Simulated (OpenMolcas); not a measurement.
## Tb3+ in Cs2NaYBr6: curves along the breathing mode

Tb3+ with its 6 nearest bromide ions, on the Y site of Cs2NaYBr6 (a = 11.3047 Å, distance in the model lattice 2.765 Å). The rest of the host is ab initio model potentials to 7.6 Å, with orthogonalisation functions on the cations behind the ligands, and point charges beyond; the distance is set by hand and nothing relaxes. Ligand basis ANO-RCC-VDZP.

| Quantity | Value |
| --- | --- |
| Program | OpenMolcas 26.06 |
| Method | CASSCF |
| Basis | ANO-RCC-VDZP [7s6p4d2f1g] |
| Scalar Hamiltonian | DKH2, point nucleus |
| Active space | 8 electrons in 7 orbitals (4f) |
| State averaging | 2S+1 = 7 even, 7 roots; 2S+1 = 5 even, 62 roots kept (CI in the orbitals of an earlier block); 2S+1 = 3 even, 3 roots kept (CI in the orbitals of an earlier block, 0 in the spin-orbit step) |
| Spin-orbit coupling | RASSI with atomic mean-field integrals over the reference wave functions |

Spin-free energies (labels of O, the rotations of Oh) in cm-1 above the lowest fitted minimum, as all ligands move together:

```csv
R (Å),7A2,7T2,7T1,5E,5T2,5A1,5T1
2.624,7900,8060,8420,33440,33440,36870,36900
2.686,2770,2910,3230,28320,28320,31770,31790
2.809,250,380,630,25810,25810,29310,29330
2.871,2220,2340,2560,27780,27780,31300,31310
2.933,6080,6190,6390,31630,31630,35170,35180
2.995,11690,11790,11970,37240,37240,40790,40800
```

Cubic fits give the following; the wavenumber is harmonic, with the mass of all moving ligands, small differences in it between states hang on the degree of the fit, a number in brackets counts states of one label, and the table is a selection of at most 14 states with clean curves.

```
 State  R0 (Å)  Breathing mode (cm-1)  Minimum (cm-1)
   7A2   2.781                    203               0
   7T2   2.782                    203             130
   7T1   2.783                    203             390
    5E   2.781                    203           25550
   5T2   2.781                    203           25550
   5A1   2.781                    202           29040
   5T1   2.781                    202           29060
 5E(2)   2.781                    202           29080
5T2(2)   2.781                    202           29190
5T1(2)   2.782                    203           29300
 5E(3)   2.782                    203           29340
5T2(3)   2.782                    203           29360
5T2(4)   2.781                    203           30480
5T2(5)   2.781                    203           35310
```

For an f ion spin-orbit coupling outweighs the ligand field, so these spin-free curves are not those of observable levels.

High states are left out of the spin-orbit mixing, which shifts the levels that they would mix with. Without dynamic correlation the ligand-field splitting of an f shell can come out too small, at times by half. A group larger than the point group allows holds several states that coincide in this model. No measured value stands beside these numbers.
